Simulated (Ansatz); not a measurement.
Reaction (ligand exchange at a B–N bond): `NB(O[SiH3])O[SiH3]` + `O[SiH3]` → `[SiH3]OB(O[SiH3])O[SiH3]` + NH₃

Program: Ansatz. Geometries: PBE0-D4/def2-TZVP. ΔE: electronic, gas phase. CCSD(T)/CBS adds triple-zeta CCSD(T) − MP2 to the extrapolated MP2 energy (def2 sets, frozen cores). This one scheme is used for every species. Functionals use def2-TZVPP. B3LYP here is the variant with VWN-RPA as its local correlation; programs differ in this. One conformer a species, not always the lowest.

| level | ΔE (kcal/mol) | difference from CCSD(T)/CBS |
| --- | --- | --- |
| PBE-D4 | -8.1 | 1.9 |
| r2SCAN-D4 | -9.2 | 0.8 |
| PBE0-D4 | -8.6 | 1.4 |
| ωB97M-V | -9.3 | 0.7 |
| B2PLYP | -9.5 | 0.5 |
| PBE0 | -8.0 | 2.0 |
| B3LYP | -8.9 | 1.1 |
| HF/def2-TZVPP | -11.2 | -1.2 |
| SCS-MP2/def2-TZVPP | -10.4 | -0.4 |
| CCSD/def2-TZVPP | -10.6 | -0.6 |
| CCSD(T)/def2-TZVPP | -10.6 | -0.6 |
| MP2/def2-QZVPP | -9.7 | 0.3 |
| SCS-MP2/def2-QZVPP | -10.1 | -0.1 |
| HF/CBS(def2) | -11.4 | -1.4 |
| MP2/CBS(def2) | -9.4 | 0.6 |
| CCSD/CBS(def2) | -9.9 | 0.1 |
| CCSD(T)/CBS | -10.0 | 0 |

Largest T1 diagnostic among the species: 0.012.

The D4 term adds −0.8 kcal/mol with B3LYP and −0.6 kcal/mol with PBE0; it sums over pairs of atoms, weighted by their polarisabilities, and B3LYP, whose exchange is more repulsive, gets the larger term.
